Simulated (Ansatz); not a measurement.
Reaction (hydrogenolysis of a Ge–C bond): `[CH3][GeH2][C](=N)Cl` + H₂ → `N=[C](Cl)[GeH3]` + CH₄

Gas-phase electronic energies from Ansatz, PBE0-D4/def2-TZVP geometries. CBS: MP2 limit from def2 TZ/QZ plus the TZ coupled-cluster correction, frozen cores. This one scheme is used for every species. DFT in def2-TZVPP. B3LYP here is the variant with VWN-RPA as its local correlation; programs differ in this. HSE06 is defined as in plane-wave codes. For Ge outer-core shells are correlated without core-valence functions, which leaves a few kJ/mol of doubt a bond. Scalar relativity is left out up to krypton. One conformer a species, not always the lowest.

`[CH3][GeH2][C](=N)Cl`:

Z-matrix (Å, degrees):
```
C
Ge 1 1.944
H 1 1.091 2 110.2
H 1 1.090 2 109.5 3 -119.9
H 1 1.090 2 110.2 3 120.3
C 2 1.979 1 109.4 3 178.8
H 2 1.536 1 111.8 3 59.8
H 2 1.542 1 112.4 3 -64.7
Cl 6 1.762 2 112.5 1 -55.7
N 6 1.251 2 129.9 1 123.8
H 10 1.020 6 110.8 2 0.4
```

H₂:

```xyz
2

H    -0.185   -0.256   -0.198
H     0.185    0.256    0.198
```

`N=[C](Cl)[GeH3]`:

Cartesian coordinates in Å:
```
N 0.146 0.643 -1.802
C 0.358 0.680 -0.571
Cl 1.321 2.007 0.059
Ge -0.239 -0.563 0.844
H -0.422 -0.166 -2.053
H -1.096 0.212 1.849
H -1.062 -1.657 0.144
H 0.995 -1.156 1.530
```

CH₄:

Cartesian coordinates in Å:
```
C 0.000 0.000 0.000
H -0.081 0.141 -1.077
H -0.795 0.553 0.500
H 0.968 0.366 0.343
H -0.092 -1.060 0.235
```

```
             level  ΔE (kJ/mol)  difference from CCSD(T)/CBS
       LDA (SPW92)        -34.3                         -4.5
         revPBE-D4        -28.1                          1.7
           BLYP-D4        -32.9                         -3.1
         r2SCAN-D4        -32.8                         -3.0
            B97M-V        -42.8                        -13.0
           PBE0-D4        -33.9                         -4.1
          B3LYP-D4        -35.6                         -5.8
        r2SCANh-D4        -33.5                         -3.7
        r2SCAN0-D4        -34.4                         -4.6
          HSE06-D4        -34.0                         -4.2
          BHLYP-D4        -38.9                         -9.1
      CAM-B3LYP-D4        -38.6                         -8.8
           ωB97X-V        -34.2                         -4.4
           ωB97M-V        -33.0                         -3.2
            B2PLYP        -37.6                         -7.8
          PBE-QIDH        -33.3                         -3.5
               PBE        -37.3                         -7.5
            revPBE        -39.4                         -9.6
              BLYP        -43.9                        -14.1
            r2SCAN        -34.5                         -4.7
             B3LYP        -44.4                        -14.6
           r2SCANh        -35.3                         -5.5
           r2SCAN0        -36.4                         -6.6
             HSE06        -38.8                         -9.0
             BHLYP        -46.4                        -16.6
         CAM-B3LYP        -43.9                        -14.1
           LC-ωPBE        -38.9                         -9.1
RPA@PBE/def2-TZVPP        -30.2                         -0.4
       HF/def2-SVP        -60.2                        -30.4
     CCSD/def2-SVP        -47.5                        -17.7
  CCSD(T)/def2-SVP        -44.6                        -14.8
     HF/def2-TZVPP        -53.7                        -23.9
    MP2/def2-TZVPP        -24.2                          5.6
SCS-MP2/def2-TZVPP        -30.2                         -0.4
CCSD(T)/def2-TZVPP        -30.4                         -0.6
     HF/def2-QZVPP        -54.5                        -24.7
SCS-MP2/def2-QZVPP        -30.2                         -0.4
      HF/CBS(def2)        -54.7                        -24.9
     MP2/CBS(def2)        -23.6                          6.2
    CCSD/CBS(def2)        -34.0                         -4.2
       CCSD(T)/CBS        -29.8                            0
```

Largest T1 diagnostic among the species: 0.013.

The D4 term adds +8.8 kJ/mol with B3LYP and +5.0 kJ/mol with PBE0; it sums over pairs of atoms, weighted by their polarisabilities, and B3LYP, whose exchange is more repulsive, gets the larger term. In def2-TZVPP, CCSD(T) changes the Hartree–Fock value by +23.3 kJ/mol (the triples alone add +4.2 kJ/mol) and MP2 by +29.6 kJ/mol.

CCSD(T)/CBS has its own doubt, a few kJ/mol and more with outer-core shells, so smaller differences from it don't rank the levels.
